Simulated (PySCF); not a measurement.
## Telling isomers of C8H12N2 apart by NMR

[PySCF 2.14.0 with density-fitted response routines: geometry: GFN2-xTB; NMR shieldings at PBE0/pcSseg-1/GIAO; equivalent nuclei averaged; one conformer; relativity neglected; gas phase]

References, each an isolated molecule treated in the same way: ¹H (σ = 31.72 ppm), ¹³C (σ = 186.93 ppm) against TMS. Where no couplings were computed, multiplicities follow the n + 1 count of equivalent neighbours, and m marks all less simple cases (inequivalent or close neighbours, rings, F or P nearby). Shifts are as computed. Against solution values, carbons near 30 ppm lie about +3 ppm off and those near 130 ppm about +5 ppm. Of 1211 compounds with measured shifts, 218 miss one by over three times the rms of a fit or turn the order of signals round; such compounds aren't used in these exercises.

(1) Tabulate the signals of `C=CC(C=C)=N/N=C/CC`, `C=Cc1ccnn1C(C)C`, `Cc1cn(C2CC2)nc1C` and their relative energies.

(2) What is the quickest way to tell C=Cc1ccnn1C(C)C from Cc1cn(C2CC2)nc1C?

(3) What is the quickest way to tell C=CC(C=C)=N/N=C/CC from Cc1cn(C2CC2)nc1C?

(4) What is the quickest way to tell C=CC(C=C)=N/N=C/CC from C=Cc1ccnn1C(C)C?

## Answers

(1) 
| SMILES | carbon types | δC | δH | E rel. (kcal/mol) |
| --- | --- | --- | --- | --- |
| C=CC(C=C)=N/N=C/CC | 1×C 3×CH 3×CH2 1×CH3 | 141.5, 137.3, 131.0, 126.9, 125.4, 125.3, 33.1, 14.5 | 6.39 (m, 1H), 6.31 (m, 1H), 6.25 (m, 1H), 6.23 (t, 1H), 5.91 (m, 1H), 5.80 (m, 1H), 5.63 (m, 1H), 2.43 (m, 2H), 1.21 (t, 3H) | 51.1 |
| C=Cc1ccnn1C(C)C | 1×C 4×CH 1×CH2 2×CH3 | 143.8, 142.2, 129.5, 119.7, 108.1, 50.9, 25.1 | 7.61 (m, 1H), 6.78 (m, 1H), 6.77 (m, 1H), 6.12 (m, 1H), 5.54 (m, 1H), 4.34 (sept, 1H), 1.53 (d, 6H) | 0.0 |
| Cc1cn(C2CC2)nc1C | 2×C 2×CH 2×CH2 2×CH3 | 150.2, 132.9, 119.3, 34.0, 14.7, 11.3, 9.1 | 7.18 (s, 1H), 3.12 (m, 1H), 2.29 (s, 3H), 2.12 (s, 3H), 1.43 (m, 2H), 0.73 (m, 2H) | 2.8 |

Energies are electronic energies at PBE0/pcSseg-1 on these geometries, without zero-point or thermal terms, each for the one conformer computed, which needn't be the lowest.

(2) Both give the same number of carbon signals, but DEPT or the intensities differ. The first has a terminal =CH2 carbon at 119.7 ppm, the second a three-membered-ring carbon (CH2) at 9.1 ppm. Their most deshielded carbons lie at 143.8 and 150.2 ppm. In the proton spectra the most deshielded non-exchanging signals are 7.61 (m, 1H) and 7.18 (s, 1H).

(3) Count the carbon signals: 8 against 7. The first has a terminal =CH2 carbon at 131.0 ppm, the second a three-membered-ring carbon (CH) at 34.0 ppm. Their most deshielded carbons lie at 141.5 and 150.2 ppm. In the proton spectra the most deshielded non-exchanging signals are 6.39 (m, 1H) and 7.18 (s, 1H).

(4) Count the carbon signals: 8 against 7. The first has an sp3 CH2 at 33.1 ppm, the second an sp3 CH bonded to N at 50.9 ppm. Their most deshielded carbons lie at 141.5 and 143.8 ppm. In the proton spectra the most deshielded non-exchanging signals are 6.39 (m, 1H) and 7.61 (m, 1H).
